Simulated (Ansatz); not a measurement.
C3H7ClSi (`C/C(Cl)=C\[SiH3]`). Charge 0, multiplicity 1.

Z-matrix (Å, degrees):
```
C
C 1 1.487
H 1 1.093 2 110.5
H 1 1.093 2 110.4 3 118.5
H 1 1.091 2 111.2 3 -120.7
Cl 2 1.743 1 112.7 3 -59.2
C 2 1.329 1 127.2 3 120.8
Si 7 1.862 2 123.9 1 0.0
H 7 1.086 2 117.8 1 180.0
H 8 1.488 7 111.5 2 -59.6
H 8 1.485 7 108.5 2 -179.4
H 8 1.488 7 111.5 2 60.8
```

What are the harmonic wavenumbers in cm⁻¹ at PBE0-D4/def2-TZVP (Ansatz, finite differences of forces, unscaled)? (Estimate.)

Computed: 26, 143, 168, 180, 313, 378, 464, 592, 653, 734, 791, 850, 930, 943, 951, 993, 1055, 1094, 1280, 1410, 1455, 1471, 1686, 2214, 2216, 2238, 3052, 3122, 3140, 3180.

Is this a minimum?

Yes, all 30 modes are real.

Give the ideal-gas thermochemistry at 298.15 K and 1 bar (rigid rotor, harmonic oscillator; point group Cs, symmetry number 1).

Zero-point energy 225.6 kJ/mol; H(298) − E = 247.5 kJ/mol; entropy 361.8 J/(mol·K), of which translation 167.1, rotation 115.5, vibration 79.2; G(298) − E = 139.6 kJ/mol. Modes under 100 cm⁻¹ are hindered rotations or soft bends, so the harmonic entropy is rough.

Rotational constants (cm⁻¹)?

0.2446, 0.04815, 0.04111.
